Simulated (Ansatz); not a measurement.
`BCC(B)C` → 2 B• + 3 C• + 10 H•  (atomization)

Calculated with Ansatz (gas phase, PBE0-D4/def2-TZVP geometries, no zero-point term in ΔE). CBS: MP2 limit from def2 TZ/QZ plus the TZ coupled-cluster correction, frozen cores. This one scheme is used for every species, atoms too. Functionals use def2-TZVPP. B3LYP here is the variant with VWN-RPA as its local correlation; programs differ in this. Open shells (•) are unrestricted, without spin–orbit coupling. Spin–orbit coupling would lower the free atoms: a little for B, C. One conformer a species, not always the lowest.

```csv
level,ΔE (kJ/mol),difference from CCSD(T)/CBS
r2SCAN-D4,5687.9,57.4
PBE0-D4,5699.6,69.1
B3LYP-D4,5662.0,31.5
ωB97X-V,5657.7,27.2
ωB97M-V,5677.1,46.6
r2SCAN,5680.6,50.1
HF/def2-TZVPP,4349.3,-1281.2
MP2/def2-TZVPP,5585.1,-45.4
SCS-MP2/def2-TZVPP,5564.4,-66.1
CCSD(T)/def2-TZVPP,5523.4,-107.1
CCSD(T)/CBS,5630.5,0
```

Largest T1 diagnostic among the species: 0.014.

From PBE to PBE0 (25 % exact exchange), in def2-TZVPP and without D4, ΔE moves by −40.9 kJ/mol: exact exchange takes away binding that semilocal exchange gives to molecules. The D4 term adds +46.2 kJ/mol with B3LYP and +24.2 kJ/mol with PBE0; it sums over pairs of atoms, weighted by their polarisabilities, and B3LYP, whose exchange is more repulsive, gets the larger term. In def2-TZVPP, CCSD(T) changes the Hartree–Fock value by +1174.1 kJ/mol (the triples alone add +64.6 kJ/mol) and MP2 by +1235.8 kJ/mol; breaking electron pairs costs correlation energy, which Hartree–Fock lacks.

For atomizations the MP2-based limit and the directly extrapolated one differ by several kJ/mol either way, and by 10 to 25 for some Ge, Se and Sn compounds, so smaller differences from it don't rank the levels.
